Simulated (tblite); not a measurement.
Compound: C₄H₆F₅P.
SMILES with atom numbers: `[CH3:1][P:2]([CH3:3])[C:4]([F:5])([F:6])[C:7]([F:8])([F:9])[F:10]` (hydrogens: H11, H12, H13 on C1; H14, H15, H16 on C3)

Computed geometry: GFN2-xTB, gas phase.

(1) What internal coordinates does the optimisation give?

Answers

(1) 
| bond | length (bohr) | order |
| --- | --- | --- |
| C1–P2, P2–C3 | 3.483 | single |
| P2–C4 | 3.596 | single |
| C4–F5, C4–F6 | 2.564 | single |
| C4–C7 | 2.893 | single |
| C7–F8, C7–F9, C7–F10 | 2.522 | single |
| C1–H11 and 5 like bonds | 2.058 | single |

Bonds in one row agree within 0.02 bohr and their mean is given. Orders are formal, as drawn. A selection of angles:
| angle | degrees |
| --- | --- |
| C1–P2–C3 | 99.0 |
| C1–P2–C4 | 94.6 |
| C3–P2–C4 | 97.5 |
| P2–C4–F5 | 108.7 |
| P2–C4–F6 | 113.7 |
| P2–C4–C7 | 111.0 |
| F5–C4–F6 | 106.0 |
| F5–C4–C7 | 108.3 |
| F6–C4–C7 | 109.0 |
| C4–C7–F8 | 109.8 |
| C4–C7–F9 | 113.9 |
| C4–C7–F10 | 110.6 |
| F8–C7–F9 | 107.8 |

Torsions: C1–P2–C4–F5 -61° (synclinal); P2–C4–C7–F8 49° (synclinal). The mirror-image conformer, all signs reversed, is as good.

Of the pairs four or more bonds apart, F6···H16 is among the closest relative to their van der Waals radii: 2.46 Å, 92 % of the sum of Bondi's values. The 5 C–F bonds span 1.330 Å (C7–F9, drawn single) to 1.358 Å (C4–F6, drawn single), a spread of 0.028 Å. The C–P distances run from 1.843 Å (C1–P2, drawn single) to 1.903 Å (P2–C4, drawn single), a spread of 0.060 Å. P2 (phosphine phosphorus) is pyramidal (angles 99.0°, 97.5° and 94.6°, sum 291.1°, 0.93 Å off the plane of its three neighbours).

Point group: C1 (no symmetry element, even within 0.4 Å). Its GFN2-xTB frequencies are all real (lowest 15 cm⁻¹). The numbers are those of one conformer. 3 starts were optimised and ended at 0.00, 0.03 and 0.04 kcal/mol (GFN2-xTB); the lowest of these is shown.
